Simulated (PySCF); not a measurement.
In(Vi)(OMe)2, C4H9InO2, SMILES [In]([O]C)([O]C)[CH]=C, GFN2-xTB optimised geometry.

```
16

In    -0.16     0.50     0.00
C     -1.71     2.11     0.00
C     -2.98     1.78    -0.01
H     -1.35     3.13     0.01
H     -3.77     2.52    -0.01
H     -3.29     0.75    -0.02
O      1.87     0.50     0.00
C      2.75     1.60     0.01
H      2.64     2.21     0.91
H      3.77     1.19    -0.01
H      2.62     2.24    -0.87
O     -0.84    -1.38    -0.01
C     -0.02    -2.52     0.00
H      1.05    -2.27    -0.03
H     -0.22    -3.10     0.90
H     -0.26    -3.13    -0.88
```

Density from PBE0/def2-TZVP, def2 effective core potentials past Kr (PySCF) at that geometry. The core electrons that the potentials of In replace are not part of the density.

Minimum of the electron density along straight lines between bonded atoms, close to the bond critical point (lines longer than 1.1 times the sum of covalent radii, or with two minima, are not listed):

```json
[
 {"bond": "In1–C2", "length / Å": "2.236", "ρ at the minimum / e bohr⁻³": "0.087", "∇²ρ there / e bohr⁻⁵": "0.11", "position (fraction from the first atom)": "0.51"},
 {"bond": "C2–C3", "length / Å": "1.312", "ρ at the minimum / e bohr⁻³": "0.364", "∇²ρ there / e bohr⁻⁵": "-1.15", "position (fraction from the first atom)": "0.50"},
 {"bond": "C2–H4", "length / Å": "1.081", "ρ at the minimum / e bohr⁻³": "0.285", "∇²ρ there / e bohr⁻⁵": "-1.01", "position (fraction from the first atom)": "0.65"},
 {"bond": "C3–H5", "length / Å": "1.084", "ρ at the minimum / e bohr⁻³": "0.283", "∇²ρ there / e bohr⁻⁵": "-1.01", "position (fraction from the first atom)": "0.65"},
 {"bond": "C3–H6", "length / Å": "1.079", "ρ at the minimum / e bohr⁻³": "0.289", "∇²ρ there / e bohr⁻⁵": "-1.04", "position (fraction from the first atom)": "0.65"},
 {"bond": "In1–O7", "length / Å": "2.034", "ρ at the minimum / e bohr⁻³": "0.102", "∇²ρ there / e bohr⁻⁵": "0.43", "position (fraction from the first atom)": "0.52"},
 {"bond": "O7–C8", "length / Å": "1.400", "ρ at the minimum / e bohr⁻³": "0.268", "∇²ρ there / e bohr⁻⁵": "-0.60", "position (fraction from the first atom)": "0.64"},
 {"bond": "C8–H9", "length / Å": "1.096", "ρ at the minimum / e bohr⁻³": "0.280", "∇²ρ there / e bohr⁻⁵": "-0.97", "position (fraction from the first atom)": "0.64"},
 {"bond": "C8–H10", "length / Å": "1.096", "ρ at the minimum / e bohr⁻³": "0.281", "∇²ρ there / e bohr⁻⁵": "-0.99", "position (fraction from the first atom)": "0.64"},
 {"bond": "C8–H11", "length / Å": "1.096", "ρ at the minimum / e bohr⁻³": "0.280", "∇²ρ there / e bohr⁻⁵": "-0.97", "position (fraction from the first atom)": "0.64"},
 {"bond": "In1–O12", "length / Å": "1.999", "ρ at the minimum / e bohr⁻³": "0.110", "∇²ρ there / e bohr⁻⁵": "0.49", "position (fraction from the first atom)": "0.52"},
 {"bond": "O12–C13", "length / Å": "1.404", "ρ at the minimum / e bohr⁻³": "0.265", "∇²ρ there / e bohr⁻⁵": "-0.59", "position (fraction from the first atom)": "0.64"},
 {"bond": "C13–H14", "length / Å": "1.097", "ρ at the minimum / e bohr⁻³": "0.281", "∇²ρ there / e bohr⁻⁵": "-0.98", "position (fraction from the first atom)": "0.64"},
 {"bond": "C13–H15", "length / Å": "1.096", "ρ at the minimum / e bohr⁻³": "0.281", "∇²ρ there / e bohr⁻⁵": "-0.98", "position (fraction from the first atom)": "0.64"},
 {"bond": "C13–H16", "length / Å": "1.096", "ρ at the minimum / e bohr⁻³": "0.281", "∇²ρ there / e bohr⁻⁵": "-0.98", "position (fraction from the first atom)": "0.64"}
]
```
